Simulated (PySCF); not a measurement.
C2H9BeNSi, SMILES C[N](C)[Be][SiH3]. Atoms are numbered in the order given.

```xyz
14

Be    -0.2385     0.1344     0.1736
N      0.8579    -0.4762    -0.6728
C      2.2646    -0.1405    -0.5253
C      0.6125    -1.4584    -1.7160
H      2.8702    -1.0315    -0.2676
H      2.6813     0.2847    -1.4594
H      2.4058     0.6039     0.2745
H      0.9525    -1.0944    -2.7054
H      1.1432    -2.4091    -1.5121
H     -0.4630    -1.6846    -1.7932
Si    -1.8042     1.0025     1.4070
H     -2.8589     0.0068     1.7769
H     -2.5184     2.1423     0.7519
H     -1.2677     1.5356     2.6993
```
Charge 0, spin multiplicity 1.

Geometry: TPSSh-D3(BJ)/def2-SVP. The structure was generated by enumeration; whether it is a known compound was not checked. One conformer was computed; it need not be the lowest.

Calculation: C-PCM-B3LYP/def2-SVP in PySCF.

The values are the electrostatic part of the solvation free energy, E(continuum) − E(gas) at the gas-phase geometry, in a cavity of scaled van der Waals radii (PySCF's table); cavitation and dispersion terms are not included. A continuum can't describe solvent molecules that bind to the metal. In vacuum the orbital gap is 5.40 eV. The dipole moment in vacuum is 2.35 D.

Computed values in water (ε = 78.36), 2-propanol (ε = 19.26), 1-octanol (ε = 9.86):
```tsv
solvent	ε	ΔG(elec) (kcal/mol)	dipole (D)	gap (eV)
water	78.36	-3.1	2.84	5.48
2-propanol	19.26	-3.0	2.82	5.48
1-octanol	9.86	-2.8	2.79	5.47
```
